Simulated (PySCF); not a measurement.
Computed shifts of a molecule C2H11NSi3, PBE/pcSseg-1 in PySCF, GIAO, gas phase, atoms alike by connectivity averaged where their shifts nearly agree, in ppm (number of nuclei): ²⁹Si: -12.8 (1), -53.5 (1), -70.7 (1). ¹³C: 49.2 (1), 43.7 (1). ¹⁵N: 40.2 (1). ¹H: 5.73 (1), 5.59 (1), 5.13 (3), 4.52 (3), 4.09 (1), 4.06 (1), 3.89 (1). References: ²⁹Si against TMS (σ = 335.4 ppm); ¹³C against TMS (σ = 182.0 ppm); ¹⁵N against NH3 (σ = 267.0 ppm); ¹H against TMS (σ = 31.49 ppm), references at their B3LYP-D3(BJ)/def2-TZVP geometries, non-relativistic. Geometry optimised at PBE-D3(BJ)/def2-SVP. One conformer was computed; it need not be the lowest.

Question: Which structure fits?
(A) [SiH3][C@@H]1N[SiH2]C[SiH2]1
(B) N[Si]1([SiH3])C[SiH2]C1
(C) [SiH3]C1([SiH3])NC[SiH2]1
(D) [SiH3][C@@H]1[SiH2]CN1[SiH3]

Answer: D, [SiH3][C@@H]1[SiH2]CN1[SiH3]
